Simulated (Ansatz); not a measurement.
`[OH][GaH][Si](F)(F)F` at its PBE0-D4/def2-TZVP geometry, where that method's forces vanish. Charge 0, multiplicity 1.

```xyz
8

O     1.7936    1.4851   -0.0305
Ga    1.1162   -0.0589    0.5478
Si   -1.1250   -0.5490   -0.2013
F    -1.6824    0.6105   -1.1303
F    -2.1529   -0.7012    0.9953
F    -1.2110   -1.8858   -1.0483
H     1.2092    1.9960   -0.5949
H     2.0524   -0.8966    1.4623
```

Task: What forces (eV/Å) does PBE-D4/def2-TZVPP give on these atoms in the Gaussian-basis code of Ansatz? (Estimate.)

Result: Ansatz gave: 
```
O1   0.536  0.174  0.146
Ga2 -0.236 -0.380  0.111
Si3  0.605  0.125  0.207
F4  -0.225  0.541 -0.417
F5  -0.443 -0.064  0.565
F6  -0.008 -0.612 -0.381
H7  -0.315  0.239 -0.283
H8   0.086 -0.023  0.053
```
